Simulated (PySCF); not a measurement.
A PySCF script (with the pyscf-properties extension) for the NMR shieldings of `CC[Si@@H](F)S[SiH3]`, C2H9FSSi2, on a GFN2-xTB geometry:

```python
import basis_set_exchange as bse
import numpy as np
from pyscf import gto, dft
from pyscf.prop import nmr

atoms = """
C    -2.728430    0.172507    0.503244
C    -1.610388    0.326644   -0.522990
Si    0.104026    0.132434    0.241880
F     0.262234   -1.374063    0.810433
S     1.571214    0.429953   -1.285406
Si    3.357172   -0.371559   -0.395984
H    -2.680795   -0.804342    0.978219
H    -2.645201    0.929902    1.278913
H    -3.702938    0.275300    0.030000
H    -1.742766   -0.415385   -1.313576
H    -1.689664    1.302183   -1.003481
H     0.389013    0.943588    1.411869
H     4.326771   -0.216731   -1.465606
H     3.119044   -1.759069   -0.030979
H     3.666293    0.436628    0.777481
"""
names = dict.fromkeys(["C", "Si", "F", "S", "H"], "pcSseg-1")
basis = {el: gto.basis.parse(bse.get_basis(n, elements=[el], fmt="nwchem")) for el, n in names.items()}
mol = gto.M(atom=atoms, basis=basis, charge=0, verbose=0)
mf = dft.RKS(mol, xc="PBE0")
mf.grids.level = 2
mf.grids.alignment = dft.numint.BLKSIZE   # the property module wants whole blocks of grid points
mf.conv_tol = 1e-9
mf.kernel()

calc = nmr.RKS(mf)   # GIAO
C = mf.mo_coeff
Co = C[:, mf.mo_occ > 0]
resp = mf.gen_response(singlet=True, hermi=2)
def vind(x):   # induced exchange potential for any number of trial vectors
    d = np.einsum("pi,xij,qj->xpq", C, 2 * x.reshape(-1, C.shape[1], Co.shape[1]), Co, optimize=True)
    return np.einsum("xpq,pi,qj->xij", resp(d - d.transpose(0, 2, 1)), C, Co, optimize=True).ravel()
mo1, _ = nmr.rhf.solve_mo1(calc, with_cphf=vind)
sigma = calc.kernel(mo1)
for i, s in enumerate(sigma):   # ppm
    print("%2d %-2s %9.2f" % (i, mol.atom_pure_symbol(i), np.trace(s) / 3))
```

Task: Give the expected output.

Result: 
```
 0 C     178.28
 1 C     171.69
 2 Si    322.73
 3 F     354.91
 4 S     767.74
 5 Si    409.85
 6 H      30.46
 7 H      30.71
 8 H      30.29
 9 H      30.41
10 H      30.89
11 H      26.19
12 H      27.08
13 H      26.90
14 H      26.95
```

These numbers come from an equivalent density-fitted implementation of the same equations, which agrees with the script to about 0.01 ppm for H and up to a few tenths of a ppm for heavy atoms, so last digits may differ.

Task: Turn these shieldings into chemical shifts. Shifts are taken against calculated references (same method and geometry level): ¹³C (σ = 186.93 ppm) and ²⁹Si (σ = 349.16 ppm) and ¹H (σ = 31.72 ppm) against TMS; CFCl3 for ¹⁹F (σ = 170.95 ppm); CS2 for ³³S (σ = 503.73 ppm).

Result: Averaging equivalent atoms: C 1: 15.2; C 0: 8.6; Si 2: 26.4; Si 5: -60.7; F 3: -184.0; S 4: -264; H 11: 5.52; H 12/13/14: 4.74; H 9: 1.31; H 6/7/8: 1.23; H 10: 0.83 ppm. Unscaled 19F shifts against computed CFCl3 carry errors that often reach 10 to 50 ppm.

Size and cost of the density-fitted run: 168 basis functions, 70 s wall time on 1 thread of an Intel Xeon, shared host; peak memory 0.75 GiB.
